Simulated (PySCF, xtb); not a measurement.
BrH₂NOSW, SMILES [W](=[NH])([Br])([OH])=[S], multiplicity 1. Other conformers were not sampled.

Harmonic wavenumbers (cm⁻¹) from GFN2-xTB run with xtb at its own minimum, in rising order: 102, 119, 148, 164, 193, 244, 406, 486, 492, 538, 556, 643, 918, 3336, 3526.

Q: What does r2SCAN-D4/def2-SVP (PySCF) give at its own minimum? (The exact figures need the calculation; the answer reports its results.)

A: 114, 140, 186, 224, 249, 280, 335, 522, 560, 592, 656, 738, 1005, 3603, 3849. Paired by order, the mean absolute difference is 89 cm⁻¹ and the zero-point energies are 17.0 and 18.7 kcal/mol.
